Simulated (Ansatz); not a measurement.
A structure relaxed at PBE-D4/def2-SVP in Ansatz, charge 0, singlet:

```csv
atom,x (Å),y (Å),z (Å)
Ge1,0.4579,0.3914,0.4040
C2,0.3631,-0.0880,2.3023
C3,0.0911,-1.5692,2.5811
H4,-0.4229,0.5630,2.7408
H5,1.3254,0.2429,2.7502
H6,0.0347,-1.7628,3.6721
H7,-0.8577,-1.8939,2.1129
H8,0.8919,-2.2083,2.1605
C9,1.4874,1.9703,-0.1167
C10,0.9272,3.2665,0.4792
H11,1.4653,1.9825,-1.2248
H12,2.5403,1.7959,0.1902
H13,1.5147,4.1476,0.1479
H14,-0.1236,3.4300,0.1663
H15,0.9474,3.2604,1.5891
O16,-1.2335,0.8234,-0.2468
C17,-2.0899,-0.1919,-0.4444
C18,-3.3332,0.2415,-1.1843
O19,-1.8588,-1.3402,-0.0885
H20,-4.0986,-0.5526,-1.1399
H21,-3.0587,0.4290,-2.2427
H22,-3.7257,1.1920,-0.7751
O23,1.1674,-1.1295,-0.3927
C24,1.0078,-1.2415,-1.7249
C25,1.4431,-2.5928,-2.2400
O26,0.5316,-0.3521,-2.4160
H27,1.4981,-2.5794,-3.3423
H28,0.6941,-3.3451,-1.9182
H29,2.4141,-2.8894,-1.7994
```

Problem. Give its formula, name or SMILES.

Solution. GeEt2(OAc)2 (C₈H₁₆GeO₄).

Problem. Summarise the bond lengths by kind (pairs closer than 1.2 times the sum of covalent radii, bridged metal pairs left out).

Solution. 4 × C–O 1.22 to 1.35 Å; 4 × C–C 1.51 to 1.53 Å; 2 × C–Ge 1.96 Å; 2 × Ge–O 1.86 Å; 16 × C–H 1.10 to 1.11 Å.
